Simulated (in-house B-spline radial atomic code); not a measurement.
Configurations of La V (La4+), with energies counted from [Kr] 4d10 5s2 5p5. All numbers are computed (scalar-relativistic (X2C) TPSSh, spin-polarised, spherical fractional occupations, exact exchange averaged over the configuration; Fermi nucleus of rms radius 4.855 fm) with a radial B-spline atomic code at the basis-set limit, not measured. Shells without spins written out take the highest spin.

Occupations are held fixed; configurations that lie above the ionisation limit could autoionise.

| configuration | E - E(ref) (eV) | highest orbital | its <r> (bohr) |
| --- | --- | --- | --- |
| [Kr] 4d10 4f1 5s2 5p4 | 16.267 | 4f up | 1.134 |
| [Kr] 4d10 5s1 5p5 6f1 | 66.876 | 6f up | 6.195 |
| [Kr] 4d9 5s2 5p6 | 87.545 | 5p down | 1.67 |
| [Kr] 4d9 5s2 5p5 5d1 | 111.12 | 5d up | 2.095 |

Task: Order these further configurations by energy, lowest first.
A. [Kr] 4d10 5s2 5p4 6p1
B. [Kr] 4d10 5s1 5p5 6p1
C. [Kr] 4d10 5s1 5p5 5f1
D. [Kr] 4d10 5s1 5p6
E. [Kr] 4d10 5s2 5p4 6s1

Result: D (17.909 eV), E (28.634 eV), A (34.044 eV), B (52.278 eV), C (59.584 eV).
